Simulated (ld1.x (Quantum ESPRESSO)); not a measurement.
**Building the TM potential for zinc (Zn) (PW91, scalar-relativistic).**

| Item | Value |
| --- | --- |
| Element | Zn |
| Generator | ld1.x (Quantum ESPRESSO) 7.5 |
| Type | norm-conserving Troullier–Martins (Kleinman–Bylander form) |
| Functional | PW91 |
| Relativity | scalar-relativistic |
| Frozen core | [Ne] 3s2 |
| Valence charge | 18 |
| Reference configuration | 3p6 3d10 4s2 4p0 |
| Partial waves | 3p (bound): rc 0.68 bohr; 3d (bound): rc 1.28 bohr; 4s (bound): rc 1.66 bohr |
| Local potential | the s channel |
| Core correction | Bessel-smoothed model core, default radius (core density twice the valence density) |

- Cutoffs needed: 230 Ry and over 300 Ry (the cutoffs (Ry, on a coarse ladder) from which the occupation-weighted sum of valence levels, in a spherical-Bessel basis at the reference potential, stays within 10 and 1 mRy of its value at 400 Ry)
- Ghost test: no extra level below or beside the all-electron valence levels (p, d, s, f tested) (spherical-Bessel basis up to 400 Ry, 20 bohr box)
- Largest excitation error: -1271 meV (all-electron minus pseudo) for 3p6 3d10 4s0 4p1, out of 7 test configurations
